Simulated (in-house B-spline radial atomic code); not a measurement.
# Ionising Yb³⁺ with different functionals

Computed with an all-electron radial atomic-structure program (B-spline basis): scalar-relativistic (spin-free X2C) Hamiltonian, Fermi nucleus of rms radius 5.3108 fm, spin-polarised at highest spin, spherical fractional occupations for the functionals, and exact exchange of hybrids averaged over the configuration. The ionisation energy is the difference of two self-consistent energies, [Xe] 4f13 → [Xe] 4f12, without Breit or QED terms; ε is the level of the shell that loses the electron (its least bound occupied spin orbital). There is no spin-orbit coupling in this Hamiltonian.

| method | rung | ΔSCF (eV) | -ε(4f) (eV) |
| --- | --- | --- | --- |
| PBE0 | global hybrid | ? | ? |
| B3LYP | global hybrid | 45.01 | 38.17 |
| TPSSh | global hybrid | 45.11 | 36.63 |
| M06-2X | global hybrid | 44.08 | 42.84 |
| BHandHLYP | global hybrid | ? | ? |
| r2SCAN0 | global hybrid | 44.66 | 38.66 |
| B97-1 | global hybrid | 44.91 | 38.22 |
| HSE06 | range-separated hybrid | 44.74 | 38.31 |
| wB97X | range-separated hybrid | 44.76 | 40.93 |
| CAM-B3LYP | range-separated hybrid | 44.92 | 40.14 |
| LC-wPBE | range-separated hybrid | 45.32 | 40.88 |

(1) What does PBE0 give?

(2) What does BHandHLYP give?

(3) Among the functionals, which spreads more, the ΔSCF values or the orbital energies?

(4) How do they compare with the NIST value?

Answers

(1) ΔSCF 44.81 eV, and -ε(4f) = 38.79 eV.

(2) ΔSCF 43.76 eV, and -ε(4f) = 41.91 eV.

(3) The orbital energies: ΔSCF values span about 1.56 eV and the orbital energies 6.21 eV.

(4) NIST lists 43.61 eV ± 0.04 (semi-empirical, ground level to ground level). Errors run from +0.15 to +1.71 eV; BHandHLYP is closest (+0.15 eV), but part of that can be cancellation, since the calculations leave out spin-orbit coupling, Breit-QED terms, multiplet and fine-structure energies.
